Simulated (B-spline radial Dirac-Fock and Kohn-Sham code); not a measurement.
**Subshell cross sections of W⁴⁺, photon energy 934 eV**

System: tungsten as W⁴⁺ in the configuration [Xe] 4f14 5d2.

Calculated with a radial finite-basis atomic code, using the independent-particle Dirac-Slater model, thresholds from Dirac-Fock. The asymmetry parameter β is from the dipole term alone. Kinetic energies are from the vacuum level. Open shells are spread statistically over j, without multiplet splitting.

The last column is dσ/dΩ = σ/(4π) · [1 + β P₂(cos θ)] at θ = 90° from the polarisation vector of linearly polarised light.

| subshell | electrons | binding (eV) | kinetic (eV) | σ (kb) | β | dσ/dΩ (kb/sr) |
| --- | --- | --- | --- | --- | --- | --- |
| 4s | 2 | 656.2 | 277.8 | 46.5 | 1.85 | 0.274 |
| 4p1/2 | 2 | 552.6 | 381.4 | 45.5 | 1.10 | 1.63 |
| 4p3/2 | 4 | 484.8 | 449.2 | 136 | 1.14 | 4.63 |
| 4d3/2 | 4 | 314.5 | 619.5 | 187 | 0.87 | 8.42 |
| 4d5/2 | 6 | 302.1 | 631.9 | 281 | 1.02 | 11.0 |
| 4f5/2 | 6 | 87.47 | 846.5 | 236 | 0.97 | 9.64 |
| 4f7/2 | 8 | 85.34 | 848.7 | ? | ? | ? |
| 5s | 2 | 134.8 | 799.2 | 10.9 | 1.90 | 0.0453 |
| 5p1/2 | 2 | 100.9 | 833.1 | 9.42 | 1.50 | 0.186 |
| 5p3/2 | 4 | 90.53 | 843.5 | 23.7 | 1.45 | 0.519 |
| 5d3/2 | 0.8 | 49.61 | 884.4 | 3.61 | 1.12 | 0.127 |
| 5d5/2 | 1.2 | 48.70 | 885.3 | 5.29 | 1.22 | 0.163 |

**Question.** What are σ and β for 4f7/2?

**Answer.** σ = 302 kb, the largest of all subshells and 23 % of the total, and β = 0.98, which gives dσ/dΩ = 12.3 kb/sr.

Run: 5.4 s of CPU time on 1 thread of Neoverse-V1 (shared host), peak memory 0.45 GiB.
